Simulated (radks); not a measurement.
Problem. Ionisation ladder of argon, from Ar I to Ar VIII. Each ion is in the ground configuration listed by NIST, and IE = E(next ion) - E(this ion). Calculated with a radial shooting solver on a logarithmic mesh with Libxc functionals: scalar-relativistic Kohn-Sham, r2SCAN, spin-unpolarised, spherical densities, finite nucleus; meta-GGA in the generalised Kohn-Sham scheme; Fermi nuclear charge, rms radius 3.4274 fm.

| species | configuration | IE, Delta-SCF (eV) | -e(HOMO) (eV) | HOMO | <r> HOMO (bohr) |
|---|---|---|---|---|---|
| Ar I | [Ar] | ? | 10.711 | 3p | 1.66 |
| Ar II | [Ne] 3s2 3p5 | 29.060 | 22.555 | 3p | 1.55 |
| Ar III | [Ne] 3s2 3p4 | ? | 35.778 | 3p | 1.47 |
| Ar IV | [Ne] 3s2 3p3 | 57.752 | 50.149 | 3p | 1.40 |
| Ar V | [Ne] 3s2 3p2 | 73.560 | 65.519 | 3p | 1.34 |
| Ar VI | [Ne] 3s2 3p1 | 90.101 | 81.734 | 3p | 1.28 |
| Ar VII | [Ne] 3s2 | ? | 116.32 | 3s | 1.19 |
| Ar VIII | [Ne] 3s1 | ? | 133.78 | 3s | 1.16 |

Estimate the withheld Delta-SCF values.

Solution. Ar I: 16.503 eV (NIST 15.760); Ar III: 42.871 eV (NIST 40.74); Ar VII: 125.10 eV (NIST 124.4); Ar VIII: 141.47 eV (NIST 143.46).

Beside tabulated values, note that spin-unpolarised runs miss the spin-polarisation part of the exchange energy of open shells.
